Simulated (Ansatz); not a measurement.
Ansatz results at the PBE0-D4/def2-TZVP geometry: LUMO energy (B3LYP/def2-TZVPP) -1.60 eV; HOMO energy (PBE0/def2-TZVPP) -6.68 eV; LUMO energy (PBE/def2-TZVPP) -2.34 eV.

Task: Which molecule gave them?
A. `C=NC#CC`
B. `F[Si@H]1[GeH2][C@@H]1Cl`
C. `CN[SiH](C)N`
D. `c1cc[nH]c1`

Result: A. The others give `CN[SiH](C)N`: 0.66, -6.50, 0.19; `c1cc[nH]c1`: 0.77, -6.11, 0.10; `F[Si@H]1[GeH2][C@@H]1Cl`: -1.22, -7.04, -1.93.

B3LYP here is the variant with VWN-RPA as its local correlation; programs differ in this.
